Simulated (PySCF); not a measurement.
# ZnB: one state, many levels of theory

State: ²Π (doublet), unpaired electrons π ↑. Set-up: basis Zn def2-SVP, B def2-SVP; no relativity; PySCF 2.14. De refers to Zn + B in their high-spin ground configurations, without counterpoise correction. The functionals are run spin-unrestricted. A positive dipole means Zn(−)B(+). Levels whose curve was spin-contaminated or gave no clean fit are not listed.

```json
{"Level": "UHF-CCSD(T)", "Re (Å)": "2.249", "ωe (cm⁻¹)": "304", "De (eV)": "0.305", "μ (D)": "n/a"}
{"Level": "PBE", "Re (Å)": "2.161", "ωe (cm⁻¹)": "369", "De (eV)": "0.87", "μ (D)": "-2.26"}
{"Level": "PW91", "Re (Å)": "2.159", "ωe (cm⁻¹)": "369", "De (eV)": "0.87", "μ (D)": "-2.21"}
{"Level": "PBE0", "Re (Å)": "2.216", "ωe (cm⁻¹)": "329", "De (eV)": "0.63", "μ (D)": "-2.30"}
{"Level": "HSE06", "Re (Å)": "2.215", "ωe (cm⁻¹)": "329", "De (eV)": "0.64", "μ (D)": "-2.23"}
{"Level": "MN15", "Re (Å)": "2.225", "ωe (cm⁻¹)": "292", "De (eV)": "0.51", "μ (D)": "-1.69"}
{"Level": "BHandHLYP", "Re (Å)": "2.360", "ωe (cm⁻¹)": "215", "De (eV)": "0.242", "μ (D)": "-1.96"}
```

(1) Which functional lies closest to UHF-CCSD(T) in De, which farthest, and by how much do they differ from it?

Correlated steps freeze 6 core orbitals. Correlated levels converge slowly with the basis: in double zeta they bind strong bonds too weakly, by up to about 1 eV, and carry superposition errors of some tenths. The state is the lowest determinant that a PBE0 search found; another state may lie lower at other levels.

Results:

(1) Closest is BHandHLYP (+11.1 pm in Re, -29.3 % in ωe, -0.06 eV in De against UHF-CCSD(T) in the same basis), farthest PBE (-8.8 pm in Re, +21.4 % in ωe, +0.56 eV in De). CCSD(T) converges more slowly with the basis than the functionals do and binds too weakly in this one, so the order can change at the basis-set limit.
